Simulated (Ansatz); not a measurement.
Cost and result for the atomization energy of CH$_{6}$BNSi (`B1CN[SiH2]1`) (10 atoms, 10 bonds).

```
atom    x (Å)    y (Å)    z (Å)
  B1   0.7857   0.9128   0.3978
  C2  -0.6327   0.8856  -0.2963
  N3  -0.7936  -0.5688  -0.3982
 Si4   0.6841  -1.1042   0.3179
  H5   1.4348   1.8543   0.7296
  H6  -1.4012   1.3872   0.3161
  H7  -0.6285   1.4124  -1.2656
  H8  -1.6137  -0.9832  -0.8044
  H9   1.6058  -1.8826  -0.5668
 H10   0.5592  -1.9136   1.5699
```

Charge 0, multiplicity 1. The structure was optimised at the PBE0-D4/def2-TZVP level. Program: Ansatz. All runs use 2 threads of an Arm Neoverse V2 on a shared host. Times are those of one run each, without the atoms' runs, and a repeat can differ threefold. Electronic energies, without spin–orbit coupling; frozen cores. CCSD(T)/CBS adds CCSD(T) − MP2 in def2-TZVPP to the MP2 limit, and its time is that of the two runs behind it. T1 = 0.012. B3LYP takes the VWN-RPA correlation (the form of Gaussian; ORCA's B3LYP/G). HSE06 is the plane-wave form, built on full-range PBE exchange.

CCSD(T)/CBS is a level of theory with its own doubt, some kJ/mol a heavy atom from the limit and from the frozen cores, so smaller differences don't rank the functionals.

| level | functions | wall time | atomization (kcal/mol) | difference from CCSD(T)/CBS | per bond |
| --- | --- | --- | --- | --- | --- |
| BHLYP-D4/def2-TZVPP | 219 | 3 s | 813.9 | -13.6 | -1.4 |
| CCSD(T)/def2-SVP | 90 | 3.1 s | 777.2 | -50.3 | -5.0 |
| CAM-B3LYP-D4/def2-TZVPP | 219 | 3.3 s | 836.7 | 9.2 | 0.9 |
| HSE06-D4/def2-TZVPP | 219 | 3.6 s | 834.1 | 6.6 | 0.7 |
| B3LYP-D4/def2-TZVPP (with forces) | 219 | 4.7 s | 833.1 | 5.6 | 0.6 |
| r2SCAN-D4/def2-TZVPP (with forces) | 219 | 6 s | 831.2 | 3.7 | 0.4 |
| B2PLYP/def2-TZVPP | 219 | 6 s | 821.6 | -5.9 | -0.6 |
| PBE-QIDH/def2-TZVPP | 219 | 6 s | 825.8 | -1.7 | -0.2 |
| ωB97X-V/def2-TZVPP | 219 | 9 s | 836.8 | 9.3 | 0.9 |
| B97M-V/def2-TZVPP | 219 | 10 s | 834.5 | 7.0 | 0.7 |
| MP2/def2-QZVPP | 421 | 23 s | 826.9 | -0.6 | -0.1 |
| CCSD(T)/def2-TZVPP | 219 | 78 s | 804.3 | -23.2 | -2.3 |
| CCSD(T)/CBS(def2) | – | 100 s | 827.5 | 0.0 | 0.0 |

Leaving LDA and LC-ωPBE aside and taking each functional with its dispersion term where it has one, the values, not all of them listed here, spread over 30.5 kcal/mol, from BHLYP-D4 to PBE-D4. LDA lies +105.8 kcal/mol from PBE without D4, its usual overbinding. From BLYP to BHLYP (50 % exact exchange), in def2-TZVPP and without D4, the atomization energy moves by −10.2 kcal/mol: exact exchange takes away binding that semilocal exchange gives to molecules. At CCSD(T), def2-SVP lies −50.3 kcal/mol from the extrapolated value and def2-TZVPP −23.2 kcal/mol: correlation converges slowly with the basis, and small sets miss more of it in the bonded molecule than in its fragments.
